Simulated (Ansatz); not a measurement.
B₁₃. Total charge 0; doublet. Geometry PBE-D4/def2-SVP; atoms count from 1.

```xyz
13

B     0.226   -1.189   -2.320
B     0.576   -1.758    1.912
B     0.722   -2.499    0.560
B     0.273   -0.884    0.514
B    -0.202    0.267   -2.657
B    -0.255    1.314    2.245
B     0.165   -0.215    2.188
B     0.496   -1.929   -0.941
B    -0.190    0.791    0.597
B    -0.668    2.296   -0.433
B    -0.524    1.547   -1.798
B    -0.018   -0.090   -1.006
B    -0.602    2.349    1.139
```

The structure comes from a short search, and lower isomers may exist.

(1) Estimate the Mulliken populations from the PBE0/def2-TZVP orbitals of Ansatz.

(2) Where does the spin sit?

(3) And the Mayer bond orders between heavy atoms (over 0.3)?

Results:

(1) 
| atom | charge (e) | spin (α − β) |
| --- | --- | --- |
| B1 | -0.01 | 0.17 |
| B2 | -0.05 | 0.13 |
| B3 | -0.05 | 0.13 |
| B4 | 0.15 | -0.07 |
| B5 | 0.05 | -0.03 |
| B6 | -0.01 | 0.17 |
| B7 | 0.00 | 0.01 |
| B8 | -0.01 | 0.01 |
| B9 | -0.05 | -0.06 |
| B10 | -0.01 | 0.32 |
| B11 | -0.01 | 0.32 |
| B12 | -0.04 | -0.06 |
| B13 | 0.05 | -0.03 |
Mulliken values depend strongly on the basis.

(2) Summed by element: B 1.00, of 1 unpaired in all. Largest on single atoms: B11 0.32, B10 0.32, B6 0.17.

(3) B1–B5 1.32 (1.55 Å); B1–B8 1.07 (1.59 Å); B1–B12 0.68 (1.73 Å); B2–B3 1.47 (1.55 Å); B2–B4 0.63 (1.68 Å); B2–B7 1.03 (1.62 Å); B3–B4 0.63 (1.68 Å); B3–B8 1.03 (1.62 Å); B4–B7 0.41 (1.81 Å); B4–B8 0.41 (1.81 Å); B4–B9 0.62 (1.74 Å); B4–B12 0.62 (1.74 Å); B5–B11 1.13 (1.58 Å); B5–B12 0.65 (1.70 Å); B6–B7 1.07 (1.59 Å); B6–B9 0.68 (1.73 Å); B6–B13 1.32 (1.55 Å); B7–B9 0.46 (1.92 Å); B8–B12 0.46 (1.91 Å); B9–B10 0.42 (1.88 Å); B9–B12 0.61 (1.84 Å); B9–B13 0.65 (1.70 Å); B10–B11 1.31 (1.56 Å); B10–B13 1.13 (1.57 Å); B11–B12 0.42 (1.89 Å).
